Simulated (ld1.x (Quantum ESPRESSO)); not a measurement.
Logarithmic derivatives: Ne (Z = 10), TM

```json
{
  "Element": "neon (Ne)",
  "Generator": "ld1.x (Quantum ESPRESSO) 7.5",
  "Type": "norm-conserving Troullier–Martins (Kleinman–Bylander form)",
  "Functional": "revPBE",
  "Relativity": "scalar-relativistic",
  "Frozen core": "[He]",
  "Valence charge": "8",
  "Reference configuration": "2s2 2p5 (charge +1)",
  "Partial waves": "2s (bound): rc 0.60 bohr; 3d channel at 0.1 Ry: rc 1.30 bohr; 2p (bound): rc 1.30 bohr",
  "Local potential": "the p channel",
  "Core correction": "a·sin(br)/r model core inside 0.50 bohr"
}
```

The phase is arctan(r·u′/u) with u = r·R(r), unwrapped; energies in Ry, scanned from -6 to 5 Ry. A pole is an energy at which the radial function vanishes at the test radius. The pseudo phase is shifted by a multiple of π to meet the all-electron one at the reference energy, and phase errors are pseudo minus all-electron; the curves can meet again beyond the range given. Levels narrower than the energy grid can be missing from the lists of poles.

For each channel, where are the poles, and over which energies does the pseudopotential scatter like the atom?

```tsv
channel	radius (bohr)	reference energy (Ry)	poles, all-electron	poles, pseudo	unbroken range about the reference energy with phases within 0.05 rad	phase error 1 Ry above the reference energy (rad)
s	1.41	-4.09	-2.85	-2.82	below 2.2	+0.003
p	1.41	-2.37	-1.19	-1.14	below 1.8	+0.008
d	1.41	0.10	none	none	the whole range	-0.000
```

Phases in the d channel:

| E (Ry) | all-electron | pseudo |
| --- | --- | --- |
| -6.00 | 1.306 | 1.306 |
| -5.48 | 1.297 | 1.296 |
| -4.96 | 1.286 | 1.286 |
| -4.44 | 1.274 | 1.274 |
| -3.92 | 1.261 | 1.261 |
| -3.40 | 1.246 | 1.246 |
| -2.88 | 1.228 | 1.228 |
| -2.36 | 1.208 | 1.208 |
| -1.84 | 1.185 | 1.185 |
| -1.32 | 1.157 | 1.157 |
| -0.80 | 1.123 | 1.122 |
| -0.28 | 1.080 | 1.080 |
| 0.24 | 1.026 | 1.026 |
| 0.76 | 0.956 | 0.956 |
| 1.28 | 0.861 | 0.860 |
| 1.80 | 0.727 | 0.725 |
| 2.32 | 0.533 | 0.528 |
| 2.84 | 0.255 | 0.244 |
| 3.36 | -0.105 | -0.126 |
| 3.88 | -0.478 | -0.507 |
| 4.40 | -0.781 | -0.811 |
| 4.92 | -0.995 | -1.024 |
